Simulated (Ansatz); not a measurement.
Species: SiPH$_{4}$, net charge 0, doublet state. SMILES: [SiH3][PH]
Geometry: optimised at B3LYP-D3(BJ)/def2-TZVP (Ansatz, a program for electronic structure).

B3LYP/6-31G* beside other levels, property by property. Set-up: non-relativistic; UHF or UKS for open shells; atomisation electronic, to ground-state atoms; each state is the SCF solution reached for its charge and spin; no spin-orbit coupling; no dispersion term unless named; six Cartesian d functions in 6-31G* and its kin unless marked 5d; frozen cores in correlated levels. Basis-set limits of correlation are two-point, X^-3; Hartree-Fock from the larger set. The bracket is a focal-point correction in the basis named. Ab initio and DFT rows: single points at B3LYP-D3(BJ) geometries (Ansatz), with unscaled harmonic terms from B3LYP/6-31G* at its own minima, enthalpies of formation by atomisation with measured atoms. Anions need diffuse functions, which STO-3G, LANL2DZ, def2-SVP, cc-pVDZ and Pople sets without + lack.

Coupled cluster (Ansatz) is a level with limits of its own, used here on species with T1 under 0.025 (0.045 for open shells) and stable references: RI-MP2/CBS(aug-cc-pV(T+d)Z,aug-cc-pV(Q+d)Z)+[CCSD(T)-MP2]/aug-cc-pV(T+d)Z.

```csv
property,B3LYP/6-31G* (Ansatz),PBE/6-31G* (Ansatz),B3LYP/STO-3G (Ansatz),PBE/def2-TZVPD (Ansatz),to compare with
enthalpy of formation at 298 K (kcal/mol),42.3,45.4,-105.2,40.2,35.0 coupled cluster
atomisation energy (kcal/mol),363.9,360.9,511.4,366.0,371.2 coupled cluster
vertical electron affinity to the singlet (eV),1.25,1.27,-4.24,1.60,1.77 coupled cluster
```

As the rows show:
- enthalpy of formation at 298 K: B3LYP/6-31G* lies 7.3 kcal/mol above coupled cluster.
- atomisation energy: B3LYP/6-31G* lies 7.3 kcal/mol below coupled cluster.
- vertical electron affinity to the singlet: B3LYP/6-31G* lies 0.52 eV below coupled cluster.

The properties are those with a value to compare with, at most eight drawn at random. No case is left out for the size of its miss. Left out are saddle points of the reference geometry, anions that the best level run finds unbound, excited spin states, species near biochemistry, cases with under five habitual levels, runs that failed or whose electronic state is in doubt, and table entries that another table contradicts.
